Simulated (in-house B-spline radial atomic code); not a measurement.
## Ionising La⁺ with different functionals

Computed with a B-spline radial code for spherical atoms: four-component Dirac-Coulomb Hamiltonian, Fermi nucleus of rms radius 4.855 fm, spin-restricted, spherical fractional occupations for the functionals. The ionisation energy is the difference of two self-consistent energies, [Xe] 5d2 → [Xe] 5d1, without Breit or QED terms; ε is the level of the shell that loses the electron (mean over j). The electron is taken from both j subshells in proportion to 2j + 1, so the result is a j average, not the step between ground levels.

Hybrids are left out here: with spherical fractional occupations of an open shell their exact exchange keeps a self-interaction that integer-occupation calculations don't have.

```json
{"method": "LDA VWN5", "rung": "LDA", "ΔSCF (eV)": "?", "-ε(5d) (eV)": "?"}
{"method": "relativistic LDA", "rung": "LDA", "ΔSCF (eV)": "11.01", "-ε(5d) (eV)": "7.37"}
{"method": "LDA PW92", "rung": "LDA", "ΔSCF (eV)": "11.00", "-ε(5d) (eV)": "7.36"}
{"method": "LDA exchange-only", "rung": "LDA", "ΔSCF (eV)": "?", "-ε(5d) (eV)": "?"}
{"method": "PBE", "rung": "GGA", "ΔSCF (eV)": "10.81", "-ε(5d) (eV)": "7.17"}
{"method": "PBEsol", "rung": "GGA", "ΔSCF (eV)": "10.79", "-ε(5d) (eV)": "7.15"}
{"method": "BLYP", "rung": "GGA", "ΔSCF (eV)": "10.74", "-ε(5d) (eV)": "7.10"}
{"method": "RPBE", "rung": "GGA", "ΔSCF (eV)": "10.76", "-ε(5d) (eV)": "7.10"}
{"method": "PW91", "rung": "GGA", "ΔSCF (eV)": "10.85", "-ε(5d) (eV)": "7.20"}
{"method": "BP86", "rung": "GGA", "ΔSCF (eV)": "10.91", "-ε(5d) (eV)": "7.29"}
{"method": "AM05", "rung": "GGA", "ΔSCF (eV)": "10.75", "-ε(5d) (eV)": "7.12"}
{"method": "OLYP", "rung": "GGA", "ΔSCF (eV)": "10.68", "-ε(5d) (eV)": "6.97"}
```

What does LDA exchange-only give?

ΔSCF 9.88 eV, and -ε(5d) = 6.34 eV.

What does LDA VWN5 give?

ΔSCF 11.00 eV, and -ε(5d) = 7.36 eV.

How do they compare with the NIST value?

NIST lists 11.185 eV (measured, ground level to ground level). Errors run from -1.30 to -0.18 eV; relativistic LDA is closest (-0.18 eV), but part of that can be cancellation, since the calculations leave out Breit-QED terms, spin polarisation, the choice among j levels, multiplet and fine-structure energies.
